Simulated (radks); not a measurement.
Q: The argon ion Ar+ is in [Ne] 3s2 3p5. Calculated with a radial shooting solver on a logarithmic mesh with Libxc functionals: scalar-relativistic Kohn-Sham, r2SCAN, spin-polarised, spherical densities, finite nucleus; meta-GGA in the generalised Kohn-Sham scheme; Fermi nuclear charge, rms radius of each element as measured or else 0.836 A^(1/3) + 0.57 fm. Open shells are filled with parallel spins first. One electron is removed from 3p, 3s, 2p, 2s in turn, with full relaxation. Which removal costs least, and what does each cost?

A: 3p 27.783 eV; 3s 43.456 eV; 2p 266.70 eV; 2s 333.70 eV. The 3p electron leaves first.
